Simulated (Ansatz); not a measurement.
Relaxation of AlFH3NO (7 atoms, charge 0, multiplicity 1), to a largest force component of 0.02 eV/Å in at most 40 steps.

The calculation used Ansatz 0.2.0, RKS B3LYP/def2-SVP.

```xyz
7
Properties=species:S:1:pos:R:3
Al 0.000 0.000 0.000
O 0.000 0.000 1.780
H -0.909 -0.281 2.117
N 1.663 0.000 -0.960
H 2.129 -0.918 -1.212
H 2.114 0.918 -1.238
F -1.464 0.000 -0.845
```

Task: Where does it end, and by what steps?

Result: The run converged. After 9 steps the energy has fallen by 0.852 eV; H6 moved furthest, 1.01 Å.

```tsv
step	energy less start (eV)	largest force component (eV/Å)	accepted
0	0.0000	2.048	yes
1	-0.4195	1.675	yes
2	-0.5284	0.874	yes
3	-0.5972	0.386	yes
4	-0.6774	0.523	yes
5	-0.7656	0.435	yes
6	-0.8169	0.596	yes
7	-0.8507	0.167	yes
8	-0.8510	0.122	yes
9	-0.8520	0.006	yes
```

```xyz
7
Properties=species:S:1:pos:R:3
Al 0.034 0.054 -0.028
O -0.034 -0.427 1.596
H -0.820 -0.426 2.149
N 1.561 -0.009 -0.899
H 2.438 -0.318 -0.493
H 1.690 0.257 -1.869
F -1.336 0.587 -0.813
```

Whether the end is a true minimum wasn't checked by a vibrational analysis.

Time of the run: 47 s on 1 thread of Arm Neoverse N1, on a shared host, peak memory 0.16 GiB.
